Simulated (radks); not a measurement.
Problem. Lu, 71 electrons, occupied as [Xe] 4f14 5d1 6s2. Method: scalar-relativistic Kohn-Sham, revPBE, spin-polarised, spherical densities, finite nucleus; open shells are filled with parallel spins first (spin-orbit coupling, left out, can overturn this in heavy ions); Fermi nuclear charge, rms radius 5.37 fm; computed with a radial shooting solver on a logarithmic mesh with Libxc functionals. Some entries of the table are withheld. Estimate them.

orbital  occ.  eigenvalue (eV)  <r^2> (bohr^2)  <r> (bohr)
1s down     1        -63227.11       0.0005122     0.01932
1s up       1        -63227.10       0.0005122     0.01932
2s up       1        -10763.39        0.007920     0.08184
2s down     1        -10763.37        0.007920     0.08184
2p up       3        -9470.146        0.006494     0.07292
2p down     3        -9470.131        0.006494     0.07292
3s down     1        -2439.255         0.05168      0.2126
3s up       1        -2439.251         0.05168      0.2126
3p down     3        -2051.021         0.05225      0.2123
3p up       3        -2051.018         0.05225      0.2123
3d up       5        -1584.678         0.04343      0.1925
3d down     5        -1584.672         0.04343      0.1925
4s up       1        -485.5665          0.2580      0.4780
4s down     1        -485.5653          0.2580      0.4780
4p down     3        -358.1591          0.2935      0.5078
4p up       3        -358.1589          0.2935      0.5078
4d up       5        -191.8726          0.3481      0.5475
4d down     5        -191.8700          0.3480      0.5475
5s up       1         -61.0908           1.549       1.173
5s down     1         -60.8553           1.542       1.170
5p up       3         -31.7805           2.223       1.396
5p down     3         -31.4154           2.207       1.391
4f up       7          -9.5817          0.7053      0.7262
4f down     7          -9.5217          0.6963      0.7229
6s up       1              (1)             (2)       3.623
6s down     1              (3)             (4)       3.700
5d up       1          -1.9181           10.78         (5)
6p up       0          -1.4447           33.71       5.369
5d down     0          -1.3964           12.04         (6)
6p down     0          -1.1677           36.97       5.616

Solution. 
(1) 6s up eigenvalue (eV): -4.8119
(2) 6s up <r^2> (bohr^2): 14.97
(3) 6s down eigenvalue (eV): -4.3308
(4) 6s down <r^2> (bohr^2): 15.67
(5) 5d up <r> (bohr): 2.899
(6) 5d down <r> (bohr): 3.030
